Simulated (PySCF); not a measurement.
**Ti²⁺ (titanium, charge +2) across methods**

[Ar] 3d1 4p1, one real determinant (an excited configuration). Computed with PySCF 2.14 in aug-cc-pVQZ-DK (9s8p6d4f3g2h, 140 functions), with the spin-free X2C one-electron Hamiltonian (Gaussian nucleus).

```tsv
method	E (hartree)	mean ε 3p β (eV)	mean ε 3d α (eV)	mean ε 4p α (eV)	Σ⟨r²⟩ (bohr²)	⟨S²⟩
r2SCANh	-852.568	-62.962	-27.977	-15.790	24.88	2.001
PBE0	-852.422	-63.843	-28.879	-16.167	24.86	2.001
PBEsol	-851.407	-60.992	-26.578	-15.530	24.70	2.000
PBE	-852.384	-61.080	-26.719	-15.591	24.74	2.000
LDA	-850.493	-61.127	-26.635	-15.560	24.64	2.000
UHF	-851.73125	-70.782	-34.633	-17.438	25.60	2.002
r2SCAN	-852.571	-61.982	-27.151	-15.566	24.85	2.001
M06-L	-852.563	-62.053	-26.575	-15.367	24.74	2.001
```

⟨L²⟩ = 8.02 against 12 for a pure F term, so this real determinant mixes terms.
